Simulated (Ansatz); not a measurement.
C2H2BrNO (`BrC1=NCO1`), relaxed with RKS PBE0-D4/def2-TZVP in Ansatz 0.2.0 from a PBE-D4/def2-SVP geometry. The force threshold is 0.005 eV/Å; the program also tests the step.

The species carries charge 0 and has multiplicity 1.

Start:

```xyz
7

Br   -2.113   -1.000    1.514
C    -0.642   -0.361    0.558
N     0.633   -0.422    0.774
C     0.690    0.325   -0.492
O    -0.789    0.322   -0.615
H     1.151   -0.227   -1.336
H     1.070    1.363   -0.402
```

(1) By how much does the energy fall, and how many steps does the optimiser take? (Best estimate.)

(2) Which bonds change most? (Best estimate.)

(3) Give the relaxed structure. (Best estimate.)

Answers

(1) Ansatz gave: 3.87 kJ/mol, in 4 steps.

(2) Ansatz gave: C4–H7 from 1.109 to 1.090 Å; C4–H6 from 1.109 to 1.090 Å; C2–N3 from 1.294 to 1.275 Å; Br1–C2 from 1.866 to 1.848 Å.

(3) Computed: 
```xyz
7

Br   -2.092   -0.990    1.500
C    -0.636   -0.358    0.554
N     0.620   -0.418    0.765
C     0.688    0.326   -0.493
O    -0.778    0.316   -0.606
H     1.139   -0.222   -1.321
H     1.058    1.346   -0.399
```
